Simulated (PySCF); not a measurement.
**`F[C@@H]1CC[SiH2][SiH2][Si@H]1P`: 4 charge schemes on one density**

Compound: C₃H₁₂FPSi₃.
Z-matrix (Å and degrees, GFN2-xTB geometry), rows numbered from 1:
```
F 
C   1  1.3953
C   2  1.5305  1  109.27
C   3  1.5326  2  114.93  1   -46.97
Si  4  1.9100  3  116.54  2   -78.06
Si  5  2.3274  4  106.19  3    56.93
Si  2  1.9380  1  107.88  3  -128.22
P   7  2.2564  2  102.20  1  -175.61
H   2  1.0986  1  104.55  3   115.51
H   3  1.0945  2  107.54  1  -170.93
H   3  1.0953  2  107.99  1    73.55
H   4  1.0919  3  108.29  2    46.26
H   4  1.0922  3  107.57  2   160.12
H   5  1.4707  4  107.60  3   -64.15
H   5  1.4691  4  107.12  3  -178.37
H   6  1.4682  5  114.15  4    83.24
H   6  1.4710  5  115.13  4  -156.57
H   7  1.4768  2  103.73  1   -60.88
H   8  1.3820  7   96.36  2    87.56
H   8  1.3801  7   93.90  2  -179.84
```

Density: PBE0/pcSseg-1 (PySCF); schemes: Mulliken, IAO, Hirshfeld and ESP-fitted. One conformer (not necessarily the lowest) at the GFN2-xTB geometry, without solvent, vibrations or thermal averaging.

Q: At which atom do the 4 schemes differ most?

A: At C3: from -0.262 (IAO) to +0.138 e (ESP-fitted), 0.400 e apart.

Q: Do the Mulliken, IAO, Hirshfeld and ESP-fitted schemes agree on where the charge is lowest?

A: The schemes don't all agree: Mulliken C4 (-0.520); IAO C4 (-0.527); Hirshfeld C4 (-0.160); ESP-fitted P8 (-0.381).

Q: For which atoms does the sign change between the 4 schemes (beyond +0.03 e in one, beyond −0.03 e in another)?

A: C2, C3 and H10.

Q: What partial charge does each atom carry?

A: In e:

```tsv
atom	environment	Mulliken	IAO	Hirshfeld	ESP-fitted
F1	alkyl fluorine	-0.342	-0.335	-0.117	-0.292
C2	sp3 C–F carbon	-0.056	-0.067	-0.025	+0.192
C3	ring CH2 carbon	-0.239	-0.262	-0.080	+0.138
C4	sp3 carbon bound to silicon	-0.520	-0.527	-0.160	-0.281
Si5	SiH2 silicon	+0.356	+0.463	+0.247	+0.268
Si6	SiH2 silicon	+0.062	+0.137	+0.144	+0.117
Si7	SiH silicon	+0.185	+0.413	+0.204	+0.193
P8	three-coordinate phosphorus	-0.196	-0.112	-0.015	-0.381
H9	methine hydrogen	+0.137	+0.141	+0.038	+0.045
H10	methylene hydrogen	+0.148	+0.139	+0.031	-0.037
H11	methylene hydrogen	+0.130	+0.141	+0.040	-0.013
H12	methylene hydrogen	+0.157	+0.156	+0.032	+0.081
H13	methylene hydrogen	+0.153	+0.153	+0.043	+0.091
H14	Si–H hydrogen	-0.038	-0.103	-0.077	-0.085
H15	Si–H hydrogen	-0.045	-0.099	-0.075	-0.090
H16	Si–H hydrogen	-0.007	-0.073	-0.068	-0.053
H17	Si–H hydrogen	-0.021	-0.084	-0.076	-0.061
H18	Si–H hydrogen	+0.001	-0.087	-0.073	-0.081
H19	P–H hydrogen	+0.068	+0.003	-0.008	+0.125
H20	P–H hydrogen	+0.068	+0.001	-0.009	+0.124
```

Mean size of the charges over all atoms: IAO 0.175 e, Mulliken 0.147 e, ESP-fitted 0.137 e, Hirshfeld 0.078 e. Each set sums to the total charge, 0, to within 0.001 e. The ESP scheme fits charges at the nuclei, held to the total charge, to the electrostatic potential on points at 1.4 to 2.0 times the van der Waals radii.

Q: How many electrons does the Hirshfeld scheme count on Si7?

A: Z − q = 14 − (+0.204) = 13.796.

Q: Sum the charges by element, for elements with more than one atom.

A: 
```json
{"element": "C", "atoms": "3", "Mulliken": "-0.815", "IAO": "-0.856", "Hirshfeld": "-0.264", "ESP-fitted": "+0.049"}
{"element": "Si", "atoms": "3", "Mulliken": "+0.603", "IAO": "+1.014", "Hirshfeld": "+0.596", "ESP-fitted": "+0.577"}
{"element": "H", "atoms": "12", "Mulliken": "+0.751", "IAO": "+0.289", "Hirshfeld": "-0.201", "ESP-fitted": "+0.047"}
```

Q: How closely do the schemes follow one another over all atoms?

A: Correlation coefficient and root-mean-square difference: Mulliken with IAO 0.95, 0.074 e; IAO with Hirshfeld 0.93, 0.138 e; Mulliken with Hirshfeld 0.79, 0.131 e; Mulliken with ESP-fitted 0.71, 0.142 e; IAO with ESP-fitted 0.68, 0.166 e; Hirshfeld with ESP-fitted 0.66, 0.127 e.
